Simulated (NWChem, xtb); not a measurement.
A ladder of methods for C2HClFIn (SMILES C#[C][In]([F])[Cl])

The species is C2HClFIn (6 atoms), meant as a singlet with charge 0. As SMILES, `C#[C][In]([F])[Cl]`. The coordinates come from a PBE0-D4/def2-TZVP relaxation.

```xyz
6

C     1.0883    0.3403    1.7008
C     0.4389    0.1201    0.7087
In   -0.6558   -0.2357   -0.9847
F    -1.7736   -1.8066   -1.1237
Cl   -0.7592    1.0495   -2.8809
H     1.6615    0.5324    2.5799
```

Each level gives the electronic atomisation energy (eV). The values are calculated. Electronic energies at fixed atoms, without zero-point motion or spin-orbit coupling.

```
                            level                   kind  program  value (eV)  less CCSD(T)/def2-SVP  CPU time (all runs)
                         GFN0-xTB         semi-empirical      xtb       24.45                  +2.68            under 2 s
     HF/def2-SVP (core potential)           Hartree–Fock   NWChem       16.18                  -5.59                 40 s
  SVWN5/def2-SVP (core potential)                    LDA   NWChem       26.89                  +5.12                 34 s
    PBE/def2-SVP (core potential)                    GGA   NWChem       23.68                  +1.91                 43 s
  B3LYP/def2-SVP (core potential)          global hybrid   NWChem       22.42                  +0.65                 38 s
    MP2/def2-SVP (core potential)    perturbation theory   NWChem       22.85                  +1.08                 69 s
CCSD(T)/def2-SVP (core potential)  coupled cluster or CI   NWChem       21.77                   0.00              3.9 min
```

CCSD(T)/def2-SVP (core potential) is the highest level here, not the true value. The values span 16.18 to 26.89 eV. GFN0-xTB: no spin polarisation, so open shells miss the exchange term that lowers them. In the correlated wave-function rows the outer d shell of In is correlated, in sets not made for it. CPU times are rough (shared hosts, several kinds of processor and program).
